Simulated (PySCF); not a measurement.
## Basis-set dependence of population analyses: `BNCBF`

CH6B2FN.
Bonds: B1–N2, N2–C3, C3–B4, B4–F5. Hydrogens: H6, H7 on B1; H8 on N2; H9, H10 on C3; H11 on B4.

PBE0 throughout (PySCF), one geometry, spherical d and f functions. The structure is a single PBE0-D3(BJ)/def2-SVP conformer in the gas phase; no vibrational or solvent corrections. Atoms taken as equivalent share a column and are averaged. The first 7 of 9 kinds of atom are listed.

Mulliken charges (e):

```tsv
basis	functions	B1	N2	C3	B4	F5	H6/H7	H8
STO-3G	31	+0.142	-0.363	-0.177	+0.270	-0.087	-0.066	+0.206
6-31G	57	+0.215	-0.653	-0.383	+0.534	-0.297	-0.054	+0.339
pcSseg-0	57	+0.181	-0.767	-0.604	+0.651	-0.306	-0.007	+0.340
6-31G*	82	+0.056	-0.512	-0.374	+0.440	-0.244	-0.032	+0.348
cc-pVDZ	100	-0.097	-0.041	-0.014	+0.190	-0.087	-0.054	+0.106
def2-SVP	100	-0.055	-0.155	-0.009	+0.191	-0.101	-0.045	+0.148
aug-cc-pVDZ	169	-1.196	-0.155	+0.931	+0.057	-0.424	+0.507	-0.084
6-311+G(2d,p)	171	+0.004	-0.215	-0.468	+0.420	-0.299	-0.028	+0.246
def2-TZVP	191	-0.072	-0.248	-0.191	+0.246	-0.228	-0.010	+0.229
cc-pVTZ	234	-0.139	-0.089	-0.115	+0.232	-0.182	-0.018	+0.159
IGLO-III	235	+0.217	-0.311	-0.363	+0.568	-0.353	-0.084	+0.209
```

IAO charges (e):

```csv
basis,functions,B1,N2,C3,B4,F5,H6/H7,H8
STO-3G,31,+0.007,-0.311,-0.326,+0.274,-0.130,-0.015,+0.218
6-31G,57,-0.040,-0.344,-0.342,+0.397,-0.282,-0.003,+0.269
pcSseg-0,57,-0.052,-0.325,-0.335,+0.387,-0.266,-0.005,+0.263
6-31G*,82,-0.018,-0.350,-0.328,+0.431,-0.290,-0.010,+0.263
cc-pVDZ,100,-0.048,-0.338,-0.325,+0.419,-0.287,-0.004,+0.267
def2-SVP,100,-0.039,-0.333,-0.322,+0.421,-0.285,-0.009,+0.264
aug-cc-pVDZ,169,-0.044,-0.350,-0.331,+0.426,-0.298,-0.003,+0.273
"6-311+G(2d,p)",171,-0.038,-0.355,-0.334,+0.431,-0.301,-0.004,+0.274
def2-TZVP,191,-0.037,-0.355,-0.334,+0.435,-0.302,-0.005,+0.273
cc-pVTZ,234,-0.038,-0.354,-0.334,+0.434,-0.300,-0.004,+0.273
IGLO-III,235,-0.038,-0.356,-0.335,+0.433,-0.302,-0.004,+0.275
```

Some averages cover members that differ in this geometry, most widely: H6/H7, Mulliken in aug-cc-pVDZ +0.384 to +0.631 e.

Which scheme is steadiest as the basis changes?

Largest range over the bases for any column: IAO 0.17 e, Mulliken 1.53 e. IAO charges move least and Mulliken charges most, counted in e. Without the minimal STO-3G basis the ranges are IAO 0.05, Mulliken 1.53 e.

How much do the charges still move between the two largest bases, cc-pVTZ and IGLO-III?

At most, over all atoms: Mulliken 0.355 e, IAO 0.002 e.

What do the same runs give for the total energy, the frontier levels and the dipole moment?

| basis | energy (Eh) | HOMO (eV) | LUMO (eV) | μ (D) |
| --- | --- | --- | --- | --- |
| STO-3G | -242.5784 | -5.51 | 2.47 | 2.14 |
| 6-31G | -245.7349 | -7.64 | -0.60 | 2.00 |
| pcSseg-0 | -245.2536 | -7.92 | -0.79 | 2.08 |
| 6-31G* | -245.7911 | -7.55 | -0.36 | 1.85 |
| cc-pVDZ | -245.8103 | -7.69 | -0.62 | 1.89 |
| def2-SVP | -245.6185 | -7.76 | -0.66 | 1.92 |
| aug-cc-pVDZ | -245.8256 | -7.82 | -0.88 | 1.79 |
| 6-311+G(2d,p) | -245.8765 | -7.84 | -0.88 | 1.81 |
| def2-TZVP | -245.8975 | -7.82 | -0.78 | 1.81 |
| cc-pVTZ | -245.8897 | -7.81 | -0.74 | 1.81 |
| IGLO-III | -245.9046 | -7.83 | -0.84 | 1.79 |

The dipole is fixed by the density alone, so its range of 0.35 D shows that the density itself changes with the basis, not only its division among atoms.
